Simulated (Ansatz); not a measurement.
This geometry of C$_{2}$H$_{9}$NSeSi (14 atoms, charge 0, multiplicity 1) is a first-order saddle point.

Computed with RKS PBE0-D4/def2-SVP in Ansatz 0.2.0.

```xyz
14
Properties=species:S:1:pos:R:3
C -1.499 0.185 0.242
C -0.273 -0.689 0.389
N -0.438 -1.687 1.360
Se 1.336 0.489 0.899
Si 1.795 1.315 -1.160
H -1.336 0.995 -0.482
H -1.756 0.650 1.207
H -2.355 -0.423 -0.096
H 0.029 -1.108 -0.584
H 0.009 -2.581 1.231
H -1.274 -1.685 1.925
H 1.930 0.204 -2.156
H 0.736 2.242 -1.675
H 3.084 2.063 -1.072
```

Question: Which two structures does it join? (They come from a converged band through this point; their orientation in space is the band's.)

Answer: No bond is made or broken. The height of N3 over the plane of its neighbours goes from 0.34 to -0.36 Å.

First end point:

```xyz
14
Properties=species:S:1:pos:R:3
C -1.504 0.144 0.106
C -0.325 -0.777 0.323
N -0.618 -1.790 1.269
Se 1.323 0.302 0.891
Si 1.740 1.342 -1.081
H -1.293 0.903 -0.661
H -1.763 0.673 1.036
H -2.375 -0.450 -0.214
H -0.010 -1.243 -0.623
H 0.157 -2.432 1.410
H -0.894 -1.409 2.171
H 1.583 0.365 -2.205
H 0.821 2.493 -1.349
H 3.144 1.848 -1.045
```

Last end point:

```xyz
14
Properties=species:S:1:pos:R:3
C -1.550 0.239 0.309
C -0.298 -0.606 0.401
N -0.429 -1.594 1.434
Se 1.283 0.503 0.920
Si 1.811 1.238 -1.165
H -1.444 1.039 -0.437
H -1.774 0.694 1.285
H -2.408 -0.389 0.011
H -0.048 -1.013 -0.599
H 0.317 -2.284 1.393
H -1.321 -2.080 1.360
H 1.991 0.089 -2.107
H 0.766 2.140 -1.742
H 3.091 1.994 -1.036
```

Question: How far does it lie above each of them?

Answer: 0.192 eV above the first and 0.043 eV above the second. This is the barrier of this one path; another mechanism may lie lower.

Time of the run: 10 min on 2 threads of Intel(R) Xeon(R) Platinum 8375C CPU @ 2.90GHz (Ice Lake), on a shared host, peak memory 0.43 GiB.
